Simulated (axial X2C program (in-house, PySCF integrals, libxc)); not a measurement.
# Spectroscopic constants of KSi⁺

Calculated with an in-house relativistic program for diatomic molecules. Spin-free means the one-electron spin-free X2C Hamiltonian; two-component (2c) means X2C with spin–orbit coupling and atomic mean-field two-electron Coulomb and Gaunt terms, so the difference of the two also holds small scalar two-electron terms. Basis: K dyall-cv3z [11s12p6d3f], Si dyall-v3z [8s7p2d1f] (cores contracted in-house); Gaussian nuclei, density fitting, unrestricted open shells. Masses: K 38.964 u, Si 27.977 u.

The run was started with this input:
```json
{"zs": [19, 14], "q": 1, "bas": ["dyall-cv3z", "dyall-v3z"], "levels": ["PBE0", "HF", "B97-3"], "cc": true, "r0": 3.12, "thr": -2.0, "nmax": 90, "npts": 10, "nst": 2, "ntry": 6}
```
```bash
python so2c.py task.json out
```

Keys: zs atomic numbers; q charge; bas basis sets; levels methods; cc coupled cluster on or off; r0 starting distance in Å; thr threshold in hartree for freezing inner shells (an s shell follows its p shell); nmax most natural virtual spinors; npts points on the curve; nst determinants followed; ntry starts of the search. HF also brings MP2.

State, spin-free: M_S = 1, Λ = 1 (beyond evenly filled blocks: σα, π+α); electrons by block: σα: 10, σβ: 9, π+α: 4, π+β: 3, π-α: 3, π-β: 3. Fragments: K+ + Si.

State, 2c: Ω = 2 (⟨Sz⟩ = 1.00, ⟨Lz⟩ = 1.00 at PBE0); electrons by block: 1/2: 13, -1/2: 12, 3/2: 4, -3/2: 3. Fragments: K+ + Si.

```tsv
Hamiltonian	level	Re (Å)	ωe (cm⁻¹)	ωexe (cm⁻¹)	De (eV)	D0 (eV)	k (mdyn/Å)	μ (D)
spin-free	PBE0	3.597	101.7	1.01	0.284	0.277	0.0992	-4.92
spin-free	HF	3.754	91.8	1.1	0.174	0.168	0.0809	-5.58
spin-free	MP2	3.609	102.3	1.09	0.304	0.298	0.1	n/a
spin-free	CCSD	3.631	100.6	1.1	0.307	0.301	0.0972	n/a
spin-free	CCSD(T)	3.619	101.5	1.1	0.308	0.302	0.0989	n/a
spin-free	B97-3	3.613	103.8	0.999	0.280	0.273	0.103	-5.03
2c	PBE0	3.597	101.7	1.01	0.274	0.267	0.0992	-4.92
2c	HF	3.754	91.8	1.1	0.162	0.156	0.0809	-5.58
2c	MP2	3.609	102.3	1.1	0.305	0.299	0.1	n/a
2c	CCSD	3.631	100.6	1.1	0.300	0.294	0.0971	n/a
2c	CCSD(T)	3.619	101.5	1.1	0.302	0.296	0.0989	n/a
2c	B97-3	3.613	103.8	0.999	0.270	0.263	0.103	-5.03
```

Correlated methods: 12 electrons correlated (number of frozen shells: K 2 s, 1 p; Si 2 s, 1 p), 210 virtual spin orbitals or spinors in MP2, 90 natural virtuals in coupled cluster.

Dipoles are positive if Si is the positive end and refer to the centre of mass.

The state is a single determinant with fixed occupations, the lowest that a limited PBE0 search found. Dissociation energies refer to the lowest single-determinant-based atoms at the same level and basis. Density functionals use the spin component along the axis (collinear). Coupled cluster ran in a truncated set of natural virtual spinors; the MP2 energy of the rest was added. (T) has no such correction and the atoms are truncated less, which lowers De at CCSD(T) by a hundredth of an eV or more. In 2c an atomic determinant is not the ground J level, so De misses part of the atomic spin–orbit lowering. This holds for PBE0, MP2, CCSD, CCSD(T), B97-3. PBE0 can misorder states that lie within some tenths of an eV, so this need not be the ground state of the molecule. The nearest other spin-free determinant of the search, M_S = 0, Λ = 1, lies 0.27 eV up at the distance of the search. The functionals have no current-density term, which raises determinants with orbital currents, atoms included. The atomic limit has a lower orbital projection than the molecule and lies lower at mean-field level, so De may be about a tenth of an eV too small. With several unpaired electrons one determinant need not be a pure state. Open-shell Ω = 0 determinants with evenly filled partner blocks cannot be reached by this program, so the Ω shown need not be the lowest component.

Rough cost a point (2c) on 1 thread(s) of a shared host, integrals apart: PBE0 0.3 s, HF 0.25 s, CCSD(T) 6 s, B97-3 0.3 s.

The whole task took 2.4 min on 1 thread of Arm Neoverse V1 (shared host).
